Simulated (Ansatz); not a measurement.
An input meant for Nb₂Si₂ (charge 0, singlet; atoms displaced at random, 0.15 Å in each coordinate).

```yaml
crystal:
  periodic: [false, false, false]
  atoms:
    - {symbol: Nb, position_ang: [-0.159892, 0.691485, 0.034498]}
    - {symbol: Nb, position_ang: [-0.437818, 2.626762, -0.148307]}
    - {symbol: Si, position_ang: [0.009210, -1.666382, 1.338222]}
    - {symbol: Si, position_ang: [0.617668, -1.483708, -1.239710]}
basis:
  gaussian: {orbitals: STO-3G}
hamiltonian: {xc: {name: HF}}
correlation: {method: mp2, frozen_orbitals: {Nb: 0}}
accuracy: high
scf: {lower_state_search: light}
output: {forces: true}
```

```sh
$ ansatz run in.yaml --threads 4 --pin off --events-out ev --progress --plain --max-ram 3916MiB
```

Output, abridged:

```
Functional definition: HF
Error: "frozen_orbitals" has no count for Si
```

Q: Something in this input is off. What?

A: Frozen orbitals are typed for one element alone, and the program wants a count for each (the count typed has to fit that element's core, too). The program refused the input.
